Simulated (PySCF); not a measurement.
## Dipole response of Br (bromine, neutral)

[Ar] 3d10 4s2 4p5, 2P determinant. Computed with PySCF 2.14 in x2c-QZVPPall with one added diffuse shell each of s, p, d, f type (12s9p6d5f1g, 113 functions), with the spin-free X2C one-electron Hamiltonian (Gaussian nucleus). Coupled (time-dependent) response in atomic units; α is the mean over directions.

| method | mean α (bohr³) | α xx, yy, zz | C₆ (like pair) | S(−4) |
| --- | --- | --- | --- | --- |
| UHF | 20.27 | 18.58, 21.11, 21.11 | 162.2 | 91.22 |
| PBE | 22.35 | 20.13, 23.46, 23.46 | 181.9 | 123.4 |
| PBE0 | 21.36 | 19.38, 22.36, 22.36 | 172.4 | 107.7 |

S(−4) is the Cauchy moment in α(ω) = α(0) + S(−4) ω² + …

Reference α: 21 ± 1 bohr³ (recommended; Schwerdtfeger and Nagle, table of static dipole polarizabilities (2023 update)). Published C₆: 162.0 (Chu and Dalgarno (2004); Tang, Norbeck and Certain (1976)).

Spin-orbit coupling is absent.

α(iu) at UHF:

```json
{"u (hartree)": "0", "α(iu) (bohr³)": "20.27"}
{"u (hartree)": "0.0500", "α(iu) (bohr³)": "20.05"}
{"u (hartree)": "0.100", "α(iu) (bohr³)": "19.41"}
{"u (hartree)": "0.200", "α(iu) (bohr³)": "17.30"}
{"u (hartree)": "0.300", "α(iu) (bohr³)": "14.80"}
{"u (hartree)": "0.500", "α(iu) (bohr³)": "10.44"}
{"u (hartree)": "0.750", "α(iu) (bohr³)": "6.896"}
{"u (hartree)": "1.00", "α(iu) (bohr³)": "4.796"}
{"u (hartree)": "1.50", "α(iu) (bohr³)": "2.674"}
{"u (hartree)": "2.00", "α(iu) (bohr³)": "1.716"}
{"u (hartree)": "3.00", "α(iu) (bohr³)": "0.9134"}
{"u (hartree)": "5.00", "α(iu) (bohr³)": "0.4235"}
```

A single London oscillator, α(iu) = α/(1 + u²/ω²), gives C₆ = (3/4) ω α². Matching the computed C₆ needs ω = 4 × 162.2 / (3 × 20.27²) = 0.526 hartree.

The components differ because the open shell of this determinant is not spherical; for a pure term their mean is the scalar polarisability.
